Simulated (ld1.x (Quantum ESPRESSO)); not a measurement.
## Zr, TM: configuration errors across variants

ld1.x (Quantum ESPRESSO) 7.5 input, shortened:

```
&input
   title='Zr', zed=40., rel=1, dft='PBESOL', iswitch=3,
   config='[Kr] 4d2 5s2 5p0'
 /
 &inputp
   pseudotype=2, tm=.true., lloc=1,
   nlcc=.false.
 /
3
4S  1  0   2.00   0.00  1.90  1.90  0.0
4D  3  2   2.00   0.00  1.80  1.80  0.0
4P  2  1   6.00   0.00  1.30  1.30  0.0
 &test
   configts(1)='4s2 4p6 4d2 5s2 5p0'
 /
```

Occupied shells without a wave of their own: 5s. They enter only through the test configuration that unscreens the potential.

All-electron excitation energies from the reference (eV): (1) 4s2 4p6 4d2 5s1 5p0 7.171; (2) 4s2 4p6 4d2 5s0 5p0 20.080; (3) 4s2 4p6 4d1 5s0 5p0 42.665; (4) 4s2 4p6 4d0 5s0 5p0 76.834; (5) 4s2 4p6 4d2 5s0 5p1 10.916; (6) 4s2 4p6 4d1 5s2 5p0 7.682; (7) 4s2 4p6 4d2 5s0 5p2 6.266.

For the base: The 5s level has no wave, so the channel is fitted at the deeper level alone: the likely source of the large errors.

The file “base” misses its own reference levels by 0.3 eV. The file “wave 4d (bound): rc 1.80 bohr becomes 4d (bound): rc 1.16 bohr” misses its own reference levels by 0.3 eV. The file “wave 4d (bound): rc 1.80 bohr becomes 4d (bound): rc 1.40 bohr” misses its own reference levels by 0.3 eV. The file “wave 4d (bound): rc 1.80 bohr becomes 4d (bound): rc 1.90 bohr” misses its own reference levels by 0.3 eV. The file “wave 4d (bound): rc 1.80 bohr becomes 4d (bound): rc 2.14 bohr” misses its own reference levels by 0.3 eV. The file “wave 4d (bound): rc 1.80 bohr becomes 4d (bound): rc 2.44 bohr” misses its own reference levels by 0.3 eV. The file “wave 4d (bound): rc 1.80 bohr becomes 4d (bound): rc 2.72 bohr” misses its own reference levels by 0.3 eV.

Errors AE − PS in meV (a dash: test not solved or not reliable):

```csv
change,(1),(2),(3),(4),(5),(6),(7),bound ghosts
base,-381,-997,-1447,-1969,-799,+10,-656,none
wave 4d (bound): rc 1.80 bohr becomes 4d (bound): rc 1.16 bohr,-381,-996,-1445,-1974,-799,+12,-656,none
wave 4d (bound): rc 1.80 bohr becomes 4d (bound): rc 1.40 bohr,-381,-996,-1446,-1972,-799,+11,-656,none
wave 4d (bound): rc 1.80 bohr becomes 4d (bound): rc 1.90 bohr,-381,-997,-1447,-1968,-799,+10,-656,none
wave 4d (bound): rc 1.80 bohr becomes 4d (bound): rc 2.14 bohr,-381,-997,-1446,-1959,-800,+11,-656,none
wave 4d (bound): rc 1.80 bohr becomes 4d (bound): rc 2.44 bohr,-381,-998,-1445,-1929,-800,+12,-656,none
wave 4d (bound): rc 1.80 bohr becomes 4d (bound): rc 2.72 bohr,-381,-999,-1440,-1852,-801,+18,-657,none
```

Q: Give the same row for: wave 4d (bound): rc 1.80 bohr becomes 4d (bound): rc 1.68 bohr.

A: -381, -997, -1447, -1970, -799, +10, -656; bound ghosts: none.
